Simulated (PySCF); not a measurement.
Computed shifts of a molecule CH7ClN2Si, KT2/pcSseg-1 (PySCF), GIAO, gas phase, atoms alike by connectivity averaged where their shifts nearly agree, in ppm (number of nuclei): ¹⁵N: 34.4 (1), 27.4 (1). ¹³C: 38.1 (1). ²⁹Si: -6.6 (1). ¹H: 5.12 (1), 2.73 (1), 2.62 (1), 1.34 (1), 0.70 (1), 0.60 (1), 0.10 (1). References: ¹⁵N against NH3 (σ = 266.2 ppm); ¹³C against TMS (σ = 185.1 ppm); ²⁹Si against TMS (σ = 361.9 ppm); ³⁵Cl against HCl (σ = 945.4 ppm); ¹H against TMS (σ = 31.47 ppm), references at their B3LYP-D3(BJ)/def2-TZVP geometries, non-relativistic (without spin–orbit terms, shifts of atoms bonded to Cl or Br come out too high). Geometry: PBE0-D3(BJ)/def2-SVP. Other conformers were not sampled.

Problem. Which structure fits?
A) NC[Si@@H](N)Cl
B) C[Si](N)(N)Cl
C) CN[Si@H](N)Cl

Solution. A, NC[Si@@H](N)Cl
